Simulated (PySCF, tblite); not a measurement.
Q: Give a GFN2-xTB geometry of `O=C1CCC(=O)O1`.

A: 
```
atom  x, y, z in Å
O1    -1.6394   -0.9328   -1.7532
C2    -0.8148   -0.6170   -0.9592
C3    -0.7297    0.6672   -0.1552
C4     0.5290    0.5076    0.6796
C5     1.0685   -0.8566    0.2913
O6     2.0440   -1.4018    0.6928
O7     0.2428   -1.4213   -0.6398
H8    -1.6379    0.7697    0.4392
H9    -0.6923    1.5105   -0.8449
H10    1.2909    1.2587    0.4694
H11    0.3444    0.5185    1.7539
```

Any rigid rotation of these coordinates is as good. Atoms count from 1 in this order. All 3 C–C bonds measure 1.518 to 1.519 Å. The 7 heavy atoms lie in one plane (0.002 Å rms). O7 (anhydride bridging oxygen) is bent (angle 112.6°). The 5-membered ring C2–C3–C4–C5–O7 has internal angles of 104.4° to 112.6° (sum 540°, against 540° for a flat polygon); it is planar, 0.00 Å rms from its mean plane, widest ring torsion 0°.

Bonds between heavy atoms (Å): O1=C2 1.187, C2–C3 1.518, C3–C4 1.519, C4–C5 1.518, C5=O6 1.187, C5–O7 1.367, C2–O7 1.367.

Computed geometry: GFN2-xTB, gas phase.

Point group: C2v (every atom within 0.08 Å of its image). Its GFN2-xTB frequencies are all real (lowest 77 cm⁻¹).
